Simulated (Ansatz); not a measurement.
Geometry optimisation, Ansatz, RKS PBE-D4/def2-SVP.

input.yaml

```yaml
crystal:
  periodic: [false, false, false]
  atoms:
    - { symbol: Si, position_ang: [-1.0059, 1.2625, 1.1489] }
    - { symbol: C, position_ang: [-0.1281, 0.9819, -0.4218] }
    - { symbol: Si, position_ang: [0.8599, -0.4824, -0.1041] }
    - { symbol: C, position_ang: [0.6225, -2.0495, -0.9797] }
    - { symbol: O, position_ang: [1.5507, -1.1682, -1.4628] }
    - { symbol: H, position_ang: [-0.1359, 1.62, 2.2634] }
    - { symbol: H, position_ang: [-1.9203, 2.4804, 0.959] }
    - { symbol: H, position_ang: [-1.8618, 0.1589, 1.4941] }
    - { symbol: H, position_ang: [-0.8145, 0.8357, -1.209] }
    - { symbol: H, position_ang: [0.4928, 1.8509, -0.6656] }
    - { symbol: H, position_ang: [2.43576, -0.83462, -1.7552] }
    - { symbol: H, position_ang: [-0.3599, -2.1152, -1.5102] }
    - { symbol: H, position_ang: [0.8206, -2.9441, -0.5061] }
basis:
  gaussian: { orbitals: def2-SVP }
hamiltonian:
  xc: pbe
  dispersion: d4
relax:
  f_tol: 0.02
  max_steps: 50
output:
  orbitals: {}
```

Run as:

```bash
$ ansatz run input.yaml --threads 2 --pin off --max-ram 3072MiB --backend cpu --events-out ev --progress --plain --runs-dir out
```

Problem. Where does it end, and by what steps?

Solution. It converged. The force dipped under the threshold on the way, but the program's further checks kept it going. After 19 steps the energy has fallen by 3.107 eV; H11 moved furthest, 1.00 Å.

```csv
step,energy less start (eV),largest force component (eV/Å),accepted
0,0.0000,7.446,yes
1,-1.6838,3.844,yes
2,-2.4841,1.630,yes
3,-2.8171,1.323,yes
4,-2.9539,1.741,yes
5,-3.0356,0.514,yes
6,-3.0065,0.315,no
7,-3.0731,0.108,yes
8,-3.0833,0.109,yes
9,-3.0908,0.182,yes
10,-3.0959,0.175,yes
11,-3.0999,0.149,yes
12,-3.1031,0.091,yes
13,-3.1051,0.058,yes
14,-3.1062,0.048,yes
15,-3.1066,0.043,yes
16,-3.1071,0.028,yes
17,-3.1073,0.016,yes
18,-3.1075,0.018,yes
19,-3.1075,0.008,yes
```

```xyz
13
Properties=species:S:1:pos:R:3
Si -1.130 1.129 1.005
C 0.124 1.153 -0.410
Si 1.564 -0.100 -0.102
C 0.597 -1.699 -0.611
O 1.223 -1.189 -1.869
H -0.428 1.122 2.342
H -2.049 2.324 0.983
H -1.976 -0.116 0.934
H -0.416 0.910 -1.352
H 0.535 2.181 -0.509
H 2.037 -1.702 -2.041
H -0.498 -1.709 -0.768
H 0.972 -2.707 -0.351
```

Run time: 52 s on 2 threads of Arm Neoverse V1, with other jobs on the host, peak memory 0.16 GiB.
